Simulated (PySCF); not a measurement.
Computed Raman spectrum (relative Raman activity) of a molecule FH6NOSi2. The structure is a stationary point at PBE0-D3(BJ)/def2-SVP. One conformer was computed; it need not be the lowest. Calculation: PBE0-D3(BJ)/def2-SVP in PySCF. Frequencies are harmonic and unscaled.

Lines under 2 % of the strongest are left out, and lines within 2 cm⁻¹ are merged.

```
ν (cm⁻¹)  relative intensity
--------  ------------------
227                      2.7
604                      8.1
709                      3.4
749                       14
808                      4.2
873                      3.7
879                      7.9
903                      4.8
924                      6.8
942                      7.4
977                      8.5
992                      7.7
1545                     4.4
2248                      44
2267                      98
2273                      88
2293                     100
3618                      86
3718                      50
```

Task: Identify the compound among the candidates.
(A) N[SiH2]O[SiH2]F
(B) N[Si@@H](O)[SiH2]F
(C) N[Si@@H](F)O[SiH3]
(D) O[SiH2]N[SiH2]F

Result: A, N[SiH2]O[SiH2]F
